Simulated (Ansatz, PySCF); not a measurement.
Ansatz (an electronic-structure program) was given this input:
Ansatz 0.2 input:
```yaml
crystal:
  periodic: [false, false, false]
  atoms:
    - {symbol: Si, position_ang: [-0.00000000, -0.00000000, -0.51650348]}
    - {symbol: C, position_ang: [0.00000000, 0.00000000, 1.20517479]}
basis:
  gaussian:
    orbitals: STO-3G
hamiltonian:
  xc: {name: wB97X}
magnetization: {spin_polarized: true, initial_magnetization: 2}
accuracy: high
```

Question: Write the same job for PySCF.

Answer: One answer among several that fit: 
```python
from pyscf import gto, scf, dft

mol = gto.Mole()
mol.atom = '''
    Si   -0.00000000   -0.00000000   -0.51650348
    C     0.00000000    0.00000000    1.20517479
'''
mol.basis = 'sto-3g'
mol.spin = 2
mol.verbose = 4
mol.build()

mf = dft.UKS(mol)
mf.xc = 'wb97x'
mf.grids.atom_grid = (99, 590)
mf.grids.prune = None
mf.kernel()
```

Both were run: Ansatz gave -323.467178 Eh and PySCF -323.467180 Eh, 0.002 mEh apart.
